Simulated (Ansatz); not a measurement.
`[AlH2][NH][SiH2][GeH3]` + `[SH][SnH3]` → `[AlH2][S][SnH3]` + `N[SiH2][GeH3]` at 400 K and 1 bar (ligand exchange at the Al–N bond).

Calculated with Ansatz (gas phase, PBE0-D4/def2-TZVP geometries, no zero-point term in ΔE). CCSD(T)/CBS is the MP2 limit (def2-TZVPP, def2-QZVPP) plus CCSD(T) − MP2 in def2-TZVPP, frozen cores. Elements past krypton have def2 core potentials. For Ge, Sn outer-core shells are correlated without core-valence functions, which leaves a few kJ/mol of doubt a bond. Scalar relativity is left out up to krypton. One conformer a species, not always the lowest.

```json
{"species": "`[AlH2][NH][SiH2][GeH3]`", "CCSD(T)/CBS energy (Eh)": "-2666.76326", "H − E (kJ/mol)": "225.2", "S (J/(mol·K))": "433.9"}
{"species": "`[SH][SnH3]`", "CCSD(T)/CBS energy (Eh)": "-614.20548", "H − E (kJ/mol)": "99.8", "S (J/(mol·K))": "324.6"}
{"species": "`[AlH2][S][SnH3]`", "CCSD(T)/CBS energy (Eh)": "-856.85532", "H − E (kJ/mol)": "126.6", "S (J/(mol·K))": "388.0"}
{"species": "`N[SiH2][GeH3]`", "CCSD(T)/CBS energy (Eh)": "-2424.12162", "H − E (kJ/mol)": "205.9", "S (J/(mol·K))": "373.9"}
```

H − E and S are ideal-gas, rigid-rotor, harmonic terms from PBE0-D4/def2-TZVP, for one conformer and one mirror image of each species. 1 Eh = 2625.50 kJ/mol, R = 8.31446 J/(mol·K).

Q: By hand: ΔE, ΔH, ΔS and ΔG.

A: ΔE = (-856.85532) + (-2424.12162) − (-2666.76326) − (-614.20548) = -0.00820 Eh = -21.5 kJ/mol. Δ(H − E) = 126.6 + 205.9 − 225.2 − 99.8 = 7.5, so ΔH = -14.0 kJ/mol. ΔS = 388.0 + 373.9 − 433.9 − 324.6 = 3.4 J/(mol·K). ΔG = -14.0 − 400 × (3.4)/1000 = -15.4 kJ/mol.

Q: By hand: the equilibrium constant, and the temperature at which ΔG would vanish if ΔH and ΔS stayed fixed.

A: log₁₀ K = −ΔG/(RT ln 10) = 2.0. ΔH and −TΔS have one sign here, so there is no such temperature. One of them is within its doubt of zero, so this could turn.

The number of gas molecules stays the same, so ΔS is small and ΔH decides. A doubt of 5 kJ/mol in ΔE shifts log₁₀ K by 0.7 here. Other conformers and mirror images would add mixing entropy, several J/(mol·K) or more a flexible species. Modes under 60 cm⁻¹, often nearly free rotors, make the harmonic entropy too high. These are equilibria of isolated gas molecules and say nothing of rates. Largest T1 diagnostic: 0.013 (customary marks: 0.02 for closed shells, 0.045 for open ones).
